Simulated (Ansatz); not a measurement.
Geometry optimisation, RKS BHLYP-D4/def2-SVPD in Ansatz 0.2.0.

Input file:

```yaml
crystal:
  periodic: [false, false, false]
  atoms:
    - { symbol: B, position_ang: [-0.17221, 1.75753, 0.00285] }
    - { symbol: C, position_ang: [-0.03525, 0.37501, 0.00203] }
    - { symbol: C, position_ang: [0.16939, -0.45535, 1.25127] }
    - { symbol: C, position_ang: [-0.07852, -0.47293, -1.25189] }
    - { symbol: H, position_ang: [-0.28149, 2.89953, 0.00018] }
    - { symbol: H, position_ang: [0.20049, 0.16839, 2.14155] }
    - { symbol: H, position_ang: [1.1058, -1.01102, 1.18413] }
    - { symbol: H, position_ang: [-0.64229, -1.17611, 1.36096] }
    - { symbol: H, position_ang: [0.84656, -1.02741, -1.38792] }
    - { symbol: H, position_ang: [-0.90452, -1.18321, -1.1971] }
    - { symbol: H, position_ang: [-0.23581, 0.15894, -2.12766] }
basis:
  gaussian: { orbitals: def2-SVPD }
hamiltonian:
  xc: { name: BHLYP }
  dispersion: d4
relax:
  f_tol: 0.015
  max_steps: 40
```

Launched with:

```bash
$ ansatz run input.yaml --threads 2 --pin off --max-ram 3072MiB --backend cpu --events-out ev --progress --plain --runs-dir out
```

Q: Where does it end, and by what steps?

A: The forces met the threshold. After 5 steps the energy has fallen by 0.038 eV; H8 moved furthest, 0.04 Å.

| step | energy less start (eV) | largest force component (eV/Å) | accepted |
| --- | --- | --- | --- |
| 0 | 0.0000 | 1.172 | yes |
| 1 | -0.0352 | 0.223 | yes |
| 2 | -0.0377 | 0.073 | yes |
| 3 | -0.0379 | 0.026 | yes |
| 4 | -0.0379 | 0.052 | no |
| 5 | -0.0379 | 0.004 | yes |

```xyz
11
Properties=species:S:1:pos:R:3
B -0.167 1.728 0.005
C -0.036 0.351 0.001
C 0.170 -0.443 1.265
C -0.089 -0.455 -1.272
H -0.278 2.897 0.008
H 0.203 0.180 2.160
H 1.108 -1.007 1.218
H -0.637 -1.173 1.397
H 0.841 -1.019 -1.410
H -0.905 -1.185 -1.232
H -0.238 0.160 -2.161
```

Whether the end is a true minimum wasn't checked by a vibrational analysis.

Time of the run: 28 s on 2 threads of Intel(R) Xeon(R) Platinum 8259CL CPU @ 2.50GHz (Skylake/Cascade Lake) (shared host), peak memory 0.33 GiB.
